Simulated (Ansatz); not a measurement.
Geometry optimisation, UKS PBE0/def2-SVP (Ansatz).

input.yaml

```yaml
crystal:
  periodic: [false, false, false]
  atoms:
    - { symbol: Zn, position_ang: [0.0, 0.0, 0.0] }
    - { symbol: Cl, position_ang: [0.0, 0.0, 2.49] }
    - { symbol: O, position_ang: [0.0, 0.0, -1.79] }
    - { symbol: H, position_ang: [0.2547, -0.9174, -2.1271] }
    - { symbol: F, position_ang: [0.0, 0.0, 4.29] }
magnetization:
  spin_polarized: true
  initial_magnetization: 1
basis:
  gaussian: { orbitals: def2-SVP }
hamiltonian:
  xc: pbe0
relax:
  f_tol: 0.15
  max_steps: 25
  restrain:
    - { distance: [1, 4], at: 2.7, k: 30.0 }
    - { distance: [0, 1], at: 2.24, k: 30.0 }
```

Command:

```bash
$ ansatz run input.yaml --threads 2 --pin off --max-ram 3072MiB --backend cpu --events-out ev --progress --plain --runs-dir out
```

**Question.** Where does it end, and by what steps?

**Answer.** The forces met the threshold. The restraints hold the end off the free minimum; the threshold counts their pulls, which the force column leaves out. Restrained pairs: Cl2–F5 (1.80 → 2.70 Å), Zn1–Cl2 (2.49 → 2.20 Å). After 4 steps the energy has fallen by 1.010 eV (the restraints' own energy left out); F5 moved furthest, 0.55 Å.

| step | energy less start (eV) | largest force component (eV/Å) | accepted |
| --- | --- | --- | --- |
| 0 | 0.0000 | 3.338 | yes |
| 1 | -0.8503 | 2.152 | yes |
| 2 | -1.0739 | 0.434 | yes |
| 3 | -1.0122 | 1.196 | yes |
| 4 | -1.0100 | 1.195 | yes |

```xyz
5
Properties=species:S:1:pos:R:3
Zn 0.018 -0.066 -0.059
Cl 0.008 -0.030 2.140
O 0.004 -0.013 -1.829
H 0.239 -0.861 -2.224
F -0.015 0.053 4.836
```

Run time: 20 s on 2 threads of Intel(R) Xeon(R) 6975P-C (Granite Rapids), on a shared host, peak memory 0.29 GiB.
